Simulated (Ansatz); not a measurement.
Start from `NC=C(F)F` and change one atom or group to get `F/C=C\C=C(F)F`.

Ansatz, PBE0-D4/def2-TZVP geometries, multiplicity 1. Each molecule was computed in one conformer, which needn't be the lowest.

| property | `NC=C(F)F` |
| --- | --- |
| HOMO–LUMO gap (B3LYP/def2-TZVPP) / eV | 6.51 |
| LUMO energy (B3LYP/def2-TZVPP) / eV | 0.54 |
| LUMO energy (PBE0/def2-TZVPP) / eV | 0.93 |
| size of the dipole moment (PBE/def2-TZVPP) / D | 2.07 |
| LUMO energy (ωB97M-V/def2-TZVPP) / eV | 2.36 |
| zero-point energy (PBE0-D4/def2-TZVP) / kJ/mol | 143.3 |

(1) What does the change do to each property? (Best estimate.)

Results:

(1) Computed: 
| property | `F/C=C\C=C(F)F` | shift |
| --- | --- | --- |
| HOMO–LUMO gap (B3LYP/def2-TZVPP) / eV | 5.59 | -0.92 |
| LUMO energy (B3LYP/def2-TZVPP) / eV | -0.94 | -1.48 |
| LUMO energy (PBE0/def2-TZVPP) / eV | -0.69 | -1.62 |
| size of the dipole moment (PBE/def2-TZVPP) / D | 0.96 | -1.11 |
| LUMO energy (ωB97M-V/def2-TZVPP) / eV | 1.43 | -0.93 |
| zero-point energy (PBE0-D4/def2-TZVP) / kJ/mol | 166.8 | 23.5 |

With PBE0 the HOMO falls by 0.55 eV and the LUMO falls by 1.62 eV, so the gap narrows by about 1.07 eV. PBE moves the HOMO by -0.72 eV and ωB97M-V by -0.40 eV. The zero-point energy changes by 23.5 kJ/mol with +6 modes. Dipoles are sizes alone; their direction can turn.

B3LYP here is the variant with VWN-RPA as its local correlation; programs differ in this.
